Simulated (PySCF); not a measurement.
SiOF, SMILES O=[Si]F, multiplicity 2. Geometry: PBE-D3(BJ)/def2-TZVP.

These are PBE-D3(BJ)/def2-TZVP in PySCF values and carry that method's errors.

Harmonic wavenumbers (cm⁻¹): 283, 797, 1155. Rotational constants (GHz): 66.44, 7.261, 6.545; symmetry number 1.

Question: Work out the zero-point energy and the ideal-gas rigid-rotor harmonic-oscillator thermochemistry at 298.15 K and 1 atm.

Answer: ZPE = ½ Σ hcν = ½ × 2235 cm⁻¹ = 3.19 kcal/mol. H − E(el) = 5.90 kcal/mol. Entropy in cal/(mol K): translation 38.34, rotation 22.15, vibration 1.77, spin 1.38, total 63.64. G − E(el) = -13.07 kcal/mol. Cp = 10.55 cal/(mol K).
